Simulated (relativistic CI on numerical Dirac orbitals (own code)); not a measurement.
**Transition arrays of I16+**

Method of calculation: Dirac-Coulomb-Breit CI, orbitals from a KLI potential per configuration, model QED (radiative potential, 1s self-energy scaled to tabulated hydrogen-like ionisation energies), valence Slater integrals scaled by 0.9, whole transition arrays (own radial code, finite nucleus).

Configurations in the expansion (outside the closed core [Ar] 3d10 4s2): 4p⁶4d, 4p⁶4f, 4p⁵4d², 4p⁶5p, 4p⁶5f. Levels of other configurations are missing.

All E1 lines from the levels of 4p⁶4d; mean and standard deviation are weighted by gf, and upper levels are sorted by their leading configuration.

| Upper configuration | Lines | Σgf | Mean (eV) | Mean (nm) | σ (eV) | Strongest line (nm) |
| --- | --- | --- | --- | --- | --- | --- |
| 4p⁵4d² | 63 | 60.6 | 109.99 | 11.272 | 4.92 | 11.096 |
| 4p⁶5p | 3 | 1.1 | 139.71 | 8.874 | 1.33 | 8.828 |
| 4p⁶5f | 3 | 0.8 | 212.53 | 5.834 | 1.14 | 5.858 |

Σgf per state of the lower configuration in bins of 0.2 nm over the central range (centre: value): 5.9: 0.05, 8.9: 0.11, 10.9: 0.45, 11.1: 3.15, 11.3: 2.12, 11.7: 0.03, 12.9: 0.03, 13.3: 0.04, 13.5: 0.08.

(1) How do configuration mixing and the scaling of the Slater integrals move the arrays?

Answers

(1) Slater scale 0.9, no configuration mixing: 4p⁶4f 97.9 ± 1.1 eV (Σgf 7.9), 4p⁵4d² 107.1 ± 6.7 eV (Σgf 50.1), 4p⁶5p 139.8 ± 1.3 eV (Σgf 1.3), 4p⁶5f 212.5 ± 1.1 eV (Σgf 1.0); Slater scale 1: 4p⁵4d² 112.2 ± 4.9 eV (Σgf 61.9), 4p⁶5p 139.7 ± 1.3 eV (Σgf 1.1), 4p⁶5f 212.5 ± 1.1 eV (Σgf 0.8); Slater scale 0.8: 4p⁵4d² 107.7 ± 5.0 eV (Σgf 59.4), 4p⁶5p 139.7 ± 1.3 eV (Σgf 1.2), 4p⁶5f 212.5 ± 1.1 eV (Σgf 0.8). With mixing, levels are counted to their leading configuration, so an array can shrink or vanish into another, and the sums then hold other lines.
